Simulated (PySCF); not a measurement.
# Working out the ionisation energy of S⁺

S⁺ [Ne] 3s2 3p3 (4S) → S²⁺ [Ne] 3s2 3p2 (3P). All numbers are calculated (PySCF 2.14, the spin-free X2C one-electron Hamiltonian (Gaussian nucleus), in x2c-TZVPPall with one added diffuse shell each of s, p, d type (6s6p4d1f, 51 functions)). Frozen: 1s2. Energies in hartree (1 hartree = 27.21139 eV):

| part | S⁺ (lower) | S²⁺ (upper) |
| --- | --- | --- |
| UHF | -398.246029 | -397.411733 |
| MP2 opposite-spin | -0.176560 | -0.166741 |
| MP2 same-spin | -0.073594 | -0.060184 |

Task: What does Hartree-Fock give?

Result: (-397.411733) − (-398.246029) = 0.834296 hartree = 22.702 eV.

Task: What do MP2 and SCS-MP2 (6/5 opposite-spin, 1/3 same-spin) give?

Result: The opposite-spin parts differ by 0.267 eV and the same-spin parts by 0.365 eV. MP2: 22.702 + (0.267) + (0.365) = 23.334 eV. SCS-MP2: 22.702 + 1.2 × (0.267) + (0.365)/3 = 23.144 eV.

A first-order spin-orbit estimate adds -0.064 eV to MP2 (valence and next inner shell), giving 23.270 eV against 23.338 eV (measured; NIST Atomic Spectra Database, ionization energies).

What remains against the reference includes basis incompleteness, the frozen core and correlation beyond second order.
